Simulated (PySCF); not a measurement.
Molecule: `COc1cccnc1`, C6H7NO.

Mapped SMILES: `[CH3:1][O:2][c:3]1[cH:4][cH:5][cH:6][n:7][cH:8]1`; H(Xn) means a hydrogen on atom n.

Geometry PBE0-D3(BJ)/def2-SVP throughout; GIAO in PySCF, gas phase, one conformer, non-relativistic; equivalent atoms averaged; basis pcSseg-1.

Problem. How do the absolute shieldings σ depend on the functional? (a selection of nuclei; ppm; last column core-seconds on shared hosts with different chips, so compare them loosely; the GGAs took longer than the global hybrids here, which isn't the general rule, and the cause wasn't traced)

Solution. 
| functional | kind | C6 | C4 | C5 | C1 | O2 | H(C6) | H(C4) | H(C5) | H(C1) | core-s |
| --- | --- | --- | --- | --- | --- | --- | --- | --- | --- | --- | --- |
| HF | Hartree–Fock | 40.2 | 56.3 | 60.5 | 140.6 | 284.3 | 23.18 | 24.01 | 24.39 | 28.07 | 14 |
| LDA | LDA | 30.3 | 50.1 | 49.4 | 124.4 | 223.1 | 22.41 | 23.70 | 23.74 | 26.93 | 28 |
| OPBE | GGA | 46.6 | 65.3 | 64.3 | 131.5 | 223.4 | 22.86 | 24.15 | 24.15 | 27.44 | 47 |
| KT2 | GGA | 47.0 | 65.8 | 64.8 | 128.7 | 225.9 | 23.13 | 24.26 | 24.37 | 27.40 | 31 |
| B3LYP | global hybrid | 31.4 | 50.0 | 50.0 | 124.0 | 232.5 | 23.11 | 24.25 | 24.37 | 27.61 | 28 |
| PBE0 | global hybrid | 37.0 | 55.6 | 55.6 | 130.1 | 239.0 | 22.87 | 24.00 | 24.11 | 27.51 | 21 |
| mPW1PW91 | global hybrid | 36.1 | 54.5 | 54.7 | 129.1 | 238.5 | 22.94 | 24.07 | 24.18 | 27.57 | 26 |
| B97-2 | global hybrid | 39.5 | 57.8 | 57.9 | 129.5 | 237.3 | 23.05 | 24.19 | 24.30 | 27.63 | 26 |
| wB97X-D | range-separated hybrid | 35.9 | 54.1 | 54.4 | 129.7 | 247.1 | 22.99 | 24.06 | 24.19 | 27.64 | 36 |
| LC-wPBE | range-separated hybrid | 35.9 | 53.2 | 53.9 | 134.0 | 258.9 | 22.87 | 23.86 | 23.98 | 27.59 | 59 |

Problem. Which nucleus among those listed moves most, in ppm?

Solution. O2 (ether oxygen): from 223.1 ppm with LDA to 284.3 ppm with HF. The smallest spread is 0.57 ppm, at H(C4). Proton shifts span only some 12 ppm, so a few tenths of a ppm matter as much there as several ppm in carbon.
